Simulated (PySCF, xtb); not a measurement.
C₂H₇NSi₃, SMILES [SiH]1([SiH2]N[SiH2]1)C#C.

Harmonic wavenumbers (cm⁻¹) from GFN2-xTB in xtb at its own minimum, in rising order: 74, 74, 123, 236, 239, 334, 340, 364, 389, 433, 441, 531, 532, 548, 600, 611, 634, 666, 676, 704, 783, 820, 842, 860, 1167, 2091, 2143, 2152, 2181, 2185, 2187, 3345, 3465.

### Question
What does B3LYP-D3(BJ)/def2-SVP (PySCF) give at its own minimum? (Estimate from the structure and the level; the computed values follow.)

### Answer
64, 95, 133, 282, 308, 347, 397, 415, 469, 473, 510, 626, 653, 692, 701, 704, 721, 727, 740, 777, 851, 898, 978, 1008, 1126, 2139, 2184, 2186, 2192, 2197, 2224, 3456, 3579. Paired by order, the mean absolute difference is 66 cm⁻¹ and the zero-point energies are 46.8 and 49.8 kcal/mol.
